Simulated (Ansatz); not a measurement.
Geometry optimisation, RKS CAM-B3LYP-D4/6-31G* (Ansatz 0.2.0).

Input:

```yaml
crystal:
  periodic: [false, false, false]
  atoms:
    - { symbol: B, position_ang: [-0.11049, -0.227101, -0.112119] }
    - { symbol: H, position_ang: [-0.126731, -0.585841, 1.023822] }
    - { symbol: Cl, position_ang: [1.479694, 0.054099, -0.877609] }
    - { symbol: "N", position_ang: [-1.266551, -0.181856, -0.871301] }
    - { symbol: H, position_ang: [-2.176342, -0.271391, -0.440951] }
    - { symbol: H, position_ang: [-1.288271, 0.148945, -1.824364] }
    - { symbol: O, position_ang: [-0.083587, 1.934684, 1.361196] }
    - { symbol: H, position_ang: [0.840834, 2.175368, 1.18583] }
    - { symbol: H, position_ang: [-0.010056, 1.083692, 1.853497] }
basis:
  gaussian: { orbitals: "6-31G*" }
hamiltonian:
  xc: cam_b3lyp
  dispersion: d4
relax:
  f_tol: 0.03
  max_steps: 50
```

Launched with:

```bash
$ ansatz run input.yaml --threads 2 --pin off --max-ram 3072MiB --backend cpu --events-out ev --progress --plain --runs-dir out
```

Question: Where does it end, and by what steps?

Answer: The forces met the threshold. After 13 steps the energy has fallen by 0.100 eV; H9 moved furthest, 0.65 Å.

```
step  energy less start (eV)  largest force component (eV/Å)  accepted
   0                  0.0000                           0.927       yes
   1                 -0.0617                           0.466       yes
   2                 -0.0484                           0.697        no
   3                 -0.0736                           0.449       yes
   4                 -0.0819                           0.489       yes
   5                 -0.0842                           0.492       yes
   6                 -0.0935                           0.139       yes
   7                 -0.0971                           0.151       yes
   8                 -0.0979                           0.184       yes
   9                 -0.0987                           0.131       yes
  10                 -0.0992                           0.061       yes
  11                 -0.0994                           0.043       yes
  12                 -0.0995                           0.050       yes
  13                 -0.0995                           0.027       yes
```

```xyz
9
Properties=species:S:1:pos:R:3
B -0.178 -0.363 -0.113
H -0.255 -0.913 0.937
Cl 1.446 0.120 -0.707
N -1.272 -0.177 -0.936
H -2.207 -0.412 -0.636
H -1.224 0.286 -1.832
O -0.067 1.976 1.528
H 0.613 2.161 0.864
H 0.403 1.453 2.193
```

Whether the end is a true minimum wasn't checked by a vibrational analysis.

Time of the run: 30 s on 2 threads of Arm Neoverse V1, with other jobs on the host, peak memory 0.18 GiB.
